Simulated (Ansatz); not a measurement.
Cartesian coordinates (Å):
```xyz
14

Ta    -0.0451    -0.4266     0.5912
O      0.1414     0.6987    -0.9761
H      0.4307     1.4728    -1.4803
O     -0.7769    -2.0307    -0.2171
H     -1.6772    -2.1436    -0.5695
N     -0.0632    -1.2955     2.4231
H     -0.4283    -2.2438     2.5741
H      0.2906    -0.9319     3.3155
N     -1.3078     0.9746     1.3013
H     -1.6979     0.9735     2.2479
H     -1.4862     1.8703     0.8351
N      1.9523    -0.2262     0.8367
H      2.4962    -0.6635     1.5850
H      2.5483     0.3719     0.2557
```
Charge 0, spin multiplicity 1.

Computed with Ansatz (a program for electronic structure) with frozen-core CCSD(T)/def2-TZVPP // BP86-D3(BJ)/def2-SVP.

```json
{
 "HF energy": "-374.47190 Ha",
 "MP2 correlation energy": "-1.56256 Ha"
}
```

Problem. Estimate the CCSD correlation energy, the (T) correction, the total energy and the T1 diagnostic.

Solution. 
* **CCSD correlation energy**: -1.56573 Ha
* **(T) correction**: -0.06956 Ha
* **CCSD(T) total energy**: -376.10719 Ha
* **T1 diagnostic**: 0.019
